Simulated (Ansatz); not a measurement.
`FC[NH][AlH][SH]` → `C[S][Al]([NH2])[F]`  (isomerisation)

Gas-phase electronic energies from Ansatz, PBE0-D4/def2-TZVP geometries. CCSD(T)/CBS adds triple-zeta CCSD(T) − MP2 to the extrapolated MP2 energy (def2 sets, frozen cores). One conformer a species, not always the lowest.

`FC[NH][AlH][SH]`:

Cartesian coordinates in Å:
```
F -1.954 -1.559 -0.437
C -0.830 -1.024 -1.077
N -0.445 0.210 -0.522
Al 0.767 0.424 0.764
S 0.987 2.431 1.591
H -1.106 -0.939 -2.133
H -0.033 -1.764 -0.962
H -1.037 0.971 -0.820
H 1.656 -0.799 1.203
H 1.996 2.049 2.393
```

`C[S][Al]([NH2])[F]`:

Z-matrix (Å, degrees):
```
C
S 1 1.827
H 1 1.089 2 108.7
H 1 1.088 2 111.9 3 120.8
H 1 1.089 2 108.2 3 -118.7
Al 2 2.162 1 101.1 3 -116.5
F 6 1.653 2 118.3 1 -1.3
N 6 1.753 2 122.8 1 178.9
H 8 1.006 6 124.4 2 179.8
H 8 1.006 6 124.8 2 -0.1
```

```csv
species,CCSD(T)/CBS(def2) energy (Eh)
`FC[NH][AlH][SH]`,-835.41762
`C[S][Al]([NH2])[F]`,-835.51477
```

Q: Work out ΔE.

A: ΔE = (-835.51477) − (-835.41762) = -0.09715 Eh = -255.1 kJ/mol.

Largest T1 diagnostic among the species: 0.012.

In def2-TZVPP, CCSD(T) changes the Hartree–Fock value by −5.4 kJ/mol (the triples alone add +0.5 kJ/mol) and MP2 by −19.2 kJ/mol. From PBE to PBE0 (25 % exact exchange), in def2-TZVPP and without D4, ΔE moves by −5.3 kJ/mol.
